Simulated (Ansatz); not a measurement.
Ansatz (a program for electronic structure) input (CCSD(T)/aug-cc-pV(D+d)Z):
A basis named .json is the Basis Set Exchange file of that set.

Ansatz 0.2 input:
```yaml
crystal:
  periodic: [false, false, false]
  atoms:
    - {symbol: B, position_ang: [0.33755629, -0.60973361, 0.18988796]}
    - {symbol: Cl, position_ang: [-0.36423840, 1.27528303, -0.29158849]}
    - {symbol: O, position_ang: [1.51573030, -0.77620063, 0.57718755]}
    - {symbol: O, position_ang: [-0.76567330, -1.44100986, -0.03415565]}
    - {symbol: H, position_ang: [-1.49618459, -0.89345948, -0.33669068]}
basis:
  gaussian:
    orbitals: aug-cc-pV_D+d_Z.json
total_charge: -1
magnetization: {spin_polarized: false}
correlation: {method: ccsd_t, electrons: outside_noble_gas}
output: {forces: true}
```

End of the output:

```
mean field evaluation 2: about -17268.3439 eV, gradient 3.5e1 eV
mean field evaluation 4: about -17271.1195 eV, gradient 3.3e0 eV
mean field evaluation 8: about -17271.1626 eV, gradient 1.5e-1 eV
mean field evaluation 16: about -17271.1363 eV, gradient 1.2e0 eV
mean field -17271.16274093 eV, -634.7035239148 hartree, gradient 3.9e-6 eV, S^2 0.000000; 0 other end points of the search recorded, 0 dependent functions left out
8 core orbitals not correlated
reference -17271.16274093 eV, -634.7035239148 hartree; 12, 12 occupied and 90, 90 virtual orbitals, 1051 factors
densities: 0.85 GiB planned
second order -17.58295386 eV of doubles, -0.00000000 eV of singles
coupled cluster: 0.53 GiB planned
cycle   1  -17.48198498 eV  change    1.0e-1 eV  update   1.1e-1
cycle   2  -17.88920088 eV  change   -4.1e-1 eV  update   3.4e-2
cycle   3  -18.00379843 eV  change   -1.1e-1 eV  update   1.8e-2
cycle   4  -18.00049361 eV  change    3.3e-3 eV  update   4.5e-3
cycle   5  -17.99571116 eV  change    4.8e-3 eV  update   2.0e-3
cycle   6  -17.99599188 eV  change   -2.8e-4 eV  update   6.7e-4
cycle   7  -17.99624405 eV  change   -2.5e-4 eV  update   3.0e-4
cycle   8  -17.99613753 eV  change    1.1e-4 eV  update   1.1e-4
cycle   9  -17.99609740 eV  change    4.0e-5 eV  update   4.1e-5
cycle  10  -17.99612875 eV  change   -3.1e-5 eV  update   1.7e-5
cycle  11  -17.99611106 eV  change    1.8e-5 eV  update   7.1e-6
perturbative correction -0.61307749 eV, -0.0225301821 hartree
the calculation of the forces begins
Total energy: -17289.77192949 eV, -635.3873989803 hartree
Atom 0 at     0.337556    -0.609734     0.189888 Å, force    -0.692825     0.648960    -0.305134 eV/Å
Atom 1 at    -0.364238     1.275283    -0.291588 Å, force     0.045128    -0.047692     0.020637 eV/Å
Atom 2 at     1.515730    -0.776201     0.577188 Å, force     1.220338    -0.147878     0.397713 eV/Å
Atom 3 at    -0.765673    -1.441010    -0.034156 Å, force    -0.450130    -0.547260    -0.062192 eV/Å
Atom 4 at    -1.496185    -0.893459    -0.336691 Å, force    -0.122511     0.093870    -0.051024 eV/Å
Dipole moment:    -0.696974     0.103345    -0.229799 e Å
```

It need not be the lowest isomer of its formula. Whether it binds its extra electron was not tested at this geometry.
